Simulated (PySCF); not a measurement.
# Exercise with solution: entropy of an ideal gas

CH4N, SMILES C[NH], multiplicity 2.

Geometry optimised at B3LYP-D3(BJ)/def2-TZVP. The isomer is the one that the SMILES or the coordinates give; other isomers of the formula were not compared.

B3LYP-D3(BJ)/def2-TZVP (PySCF) gives the harmonic wavenumbers 256, 949, 1007, 1044, 1336, 1392, 1476, 1484, 2947, 2978, 3089, 3371 cm⁻¹ and the rotational temperatures 6.0067, 1.2236, 1.1685 K. The molar mass is 30.05 g/mol, the symmetry number 1, the spin multiplicity 2.

Problem. Work out the entropy at 298.15 K and 1 atm in the rigid-rotor, harmonic-oscillator model.

Solution. 
Translation (Sackur–Tetrode at 1 atm): S = R[1.5 ln M + 2.5 ln T − 1.16487] = 151.2 J/(mol K).
Rotation: q = (√π/σ) T^1.5/√(θA θB θC) = 3110, S = R[ln q + 3/2] = 79.3 J/(mol K).
Vibration: with u = 1.4388 ν/T, each mode gives R[u/(e^u − 1) − ln(1 − e^−u)]:
```csv
ν (cm⁻¹),modes,u,S (J/(mol K))
256,1,1.24,7.07
949,1,4.58,0.48
1007,1,4.86,0.38
1044,1,5.04,0.33
1336,1,6.45,0.10
1392,1,6.72,0.08
1476,1,7.12,0.05
1484,1,7.16,0.05
```
The stiffer modes add less than 0.005 each. Sum 8.5 J/(mol K).
Spin: R ln 2 = 5.8 J/(mol K).
Total 244.8 J/(mol K); the program's own thermochemistry gives 244.8. Translation makes up 62 % and vibration 3 %. Anharmonicity, hindered rotation and orbital degeneracy are left out.
